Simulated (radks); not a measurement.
Charge is removed step by step from the 1s1/2 level of Sb, starting from [Kr] 4d10 5s2 5p3. All-electron calculation, Dirac Kohn-Sham, PBEsol, spin-unpolarised, spherical densities, finite nucleus; open shells are shared between the two j in proportion to 2j + 1; Fermi nuclear charge, rms radius 4.6802 fm. Program: a radial shooting solver on a logarithmic mesh with Libxc functionals.

| removed (e) | E - E(0) (eV) | eigenvalue (eV) | E minus straight line (eV) |
|---|---|---|---|
| 0 | 0.000 | -30267 | 0.000 |
| 0.125 | 3788.8 | -30354 | -37.558 |
| 0.25 | 7588.4 | -30440 | -64.331 |
| 0.375 | 11398.8 | -30526 | -80.340 |
| 0.5 | 15219.9 | -30612 | -85.608 |
| 0.625 | 19051.7 | -30697 | -80.168 |
| 0.75 | 22894 | -30782 | -64.056 |
| 0.875 | 26747 | -30867 | -37.315 |
| 1 | 30611 | -30952 | 0.000 |

Removing the whole electron costs 30611 eV by Delta-SCF, against 30267 eV from minus the eigenvalue at the starting occupation. Slater's transition state (half an electron removed) gives 30612 eV. Integrating minus the eigenvalue over the occupation (Janak's theorem) gives 30611 eV. The mean slope of the eigenvalue, de/dn, is 684 eV per electron.
